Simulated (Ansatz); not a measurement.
`[Li][F]` + HI → `[Li][I]` + H–F at 298.15 K and 1 bar (ligand exchange at a Li–F bond).

Calculated with Ansatz (gas phase, PBE0-D4/def2-TZVP geometries, no zero-point term in ΔE). CBS: MP2 limit from def2 TZ/QZ plus the TZ coupled-cluster correction, frozen cores. This one scheme is used for every species. Elements past krypton have def2 core potentials. For I, Li outer-core shells are correlated without core-valence functions, which leaves a few kJ/mol of doubt a bond.

```json
{"species": "`[Li][F]`", "CCSD(T)/CBS energy (Eh)": "-107.35723", "H − E (kJ/mol)": "14.4", "S (J/(mol·K))": "200.1"}
{"species": "HI", "CCSD(T)/CBS energy (Eh)": "-298.03592", "H − E (kJ/mol)": "22.7", "S (J/(mol·K))": "206.5"}
{"species": "`[Li][I]`", "CCSD(T)/CBS energy (Eh)": "-305.01891", "H − E (kJ/mol)": "12.3", "S (J/(mol·K))": "232.0"}
{"species": "H–F", "CCSD(T)/CBS energy (Eh)": "-100.39570", "H − E (kJ/mol)": "33.5", "S (J/(mol·K))": "173.6"}
```

H − E and S are ideal-gas, rigid-rotor, harmonic terms from PBE0-D4/def2-TZVP. 1 Eh = 2625.50 kJ/mol, R = 8.31446 J/(mol·K).

Problem. By hand: ΔE, ΔH, ΔS and ΔG.

Solution. ΔE = (-305.01891) + (-100.39570) − (-107.35723) − (-298.03592) = -0.02146 Eh = -56.3 kJ/mol. Δ(H − E) = 12.3 + 33.5 − 14.4 − 22.7 = 8.7, so ΔH = -47.6 kJ/mol. ΔS = 232.0 + 173.6 − 200.1 − 206.5 = -1.0 J/(mol·K). ΔG = -47.6 − 298.15 × (-1.0)/1000 = -47.3 kJ/mol.

Problem. By hand: the equilibrium constant, and the temperature at which ΔG would vanish if ΔH and ΔS stayed fixed.

Solution. log₁₀ K = −ΔG/(RT ln 10) = 8.3. ΔG = 0 at ΔH/ΔS = 47600 K, far beyond where these terms or the molecules hold.

The number of gas molecules stays the same, so ΔS is small and ΔH decides. A doubt of 5 kJ/mol in ΔE shifts log₁₀ K by 0.9 here. These are equilibria of isolated gas molecules and say nothing of rates. Largest T1 diagnostic: 0.013 (customary marks: 0.02 for closed shells, 0.045 for open ones).
